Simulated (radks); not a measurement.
Results of a calculation; reference values are marked as such.
Task: K4+, 15 electrons, occupied as [Ne] 3s2 3p1 4f2 (not the ground configuration). Level of theory: non-relativistic Kohn-Sham, RPBE, spin-polarised, spherical densities, point nucleus; open shells are filled with parallel spins first (a radial shooting solver on a logarithmic mesh with Libxc functionals). Some entries of the table are withheld. Estimate them.

| orbital | occ. | eigenvalue (eV) | <r> (bohr) | <r^2> (bohr^2) |
|---|---|---|---|---|
| 1s up | 1 | -3601.953 | 0.08151 | 0.008923 |
| 1s down | 1 | -3601.619 | 0.08150 | 0.008921 |
| 2s up | 1 | -440.5451 | 0.3874 | 0.1776 |
| 2s down | 1 | -440.2578 | 0.3873 | 0.1774 |
| 2p up | 3 | -370.6101 | 0.3482 | 0.1499 |
| 2p down | 3 | -370.1703 | 0.3481 | 0.1497 |
| 3s up | 1 | -106.9481 | (1) | 1.442 |
| 3s down | 1 | -103.9622 | (2) | 1.442 |
| 3p up | 1 | -88.6181 | 1.170 | 1.580 |
| 3p down | 0 | -85.6733 | 1.171 | 1.584 |
| 3d up | 0 | -61.4975 | (3) | 1.775 |
| 3d down | 0 | -58.8431 | (4) | 1.772 |
| 4s up | 0 | -40.5944 | 2.509 | 7.044 |
| 4f up | 2 | -21.8839 | 2.963 | 9.900 |

Result: 
(1) 3s up <r> (bohr): 1.125
(2) 3s down <r> (bohr): 1.125
(3) 3d up <r> (bohr): 1.227
(4) 3d down <r> (bohr): 1.225
